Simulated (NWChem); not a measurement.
System: SbH3O; SMILES [OH][SbH2]

```xyz
5

Sb     0.0302     0.2352    -0.0424
H     -0.5223     0.5143    -1.6482
H     -1.5840     0.3583     0.5410
O     -0.0007    -1.7612    -0.1990
H      0.8222    -2.0975     0.1745
```
Atoms are numbered in this order, from 1.

Level: PBE0/def2-SVP with def2 effective core potentials on Sb (NWChem), optimised geometry, unscaled harmonic frequencies. def2 effective core potentials on Sb; no spin-orbit coupling.

Q: List the harmonic frequencies with IR intensities, and the thermochemistry.

A: 
```
frequency (cm⁻¹)  IR intensity (km/mol)
----------------  ---------------------
172                                65.9
604                                67.0
669                                 0.4
677                                 9.5
862                                45.8
961                                99.8
1944                              220.4
1947                              196.1
3890                               80.7
```

- zero-point energy = 16.8 kcal/mol
- thermal correction to the enthalpy at 298.15 K (with zero-point energy) = 19.8 kcal/mol
- heat capacity Cv = 11.6 cal/(mol K)
- entropy at 298.15 K and 1 atm (symmetry number 1) = 66.3 cal/(mol K)

Rigid rotor and harmonic oscillator.
